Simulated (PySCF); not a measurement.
PBE on Mo⁻ (molybdenum, charge -1), [Kr] 4d5 5s2, high-spin 6S determinant. Computed with PySCF 2.14 in aug-cc-pVTZ-DK (9s8p6d3f2g, 102 functions), with scalar relativity by spin-free X2C-1e.

```
cycle= 1 E= -4047.88929891066  delta_E= -0.0251  |g|= 0.0573  |ddm|= 2.79
cycle= 2 E= -4047.88931069721  delta_E= -1.18e-05  |g|= 0.0338  |ddm|= 0.43
cycle= 3 E= -4047.88930592457  delta_E= 4.77e-06  |g|= 0.051  |ddm|= 0.49
cycle= 4 E= -4047.89081144353  delta_E= -0.00151  |g|= 0.00293  |ddm|= 0.123
cycle= 5 E= -4047.8908245955  delta_E= -1.32e-05  |g|= 0.000937  |ddm|= 0.0138
cycle= 6 E= -4047.89082576584  delta_E= -1.17e-06  |g|= 4.4e-05  |ddm|= 0.0106
cycle= 7 E= -4047.89082576928  delta_E= -3.44e-09  |g|= 2.83e-06  |ddm|= 0.000384
cycle= 8 E= -4047.8908257693  delta_E= -2e-11  |g|= 5.03e-07  |ddm|= 3.38e-05
converged SCF energy = -4047.8908257693  <S^2> = 8.8535619  2S+1 = 6.0344219
```

Highest occupied orbital energy: 1.175 eV; ⟨L²⟩ = 0.00; populations by l: s 10.00, p 18.00, d 15.00, f 0.00.

Can this result be used?

With care. Self-consistency was reached. ⟨S²⟩ = 8.85 against 8.75 shows spin contamination. At PBE the highest occupied level has a positive energy, so only the finite basis holds that electron; in a semilocal or global hybrid functional this comes from self-interaction and does not mean that the real anion is unbound.
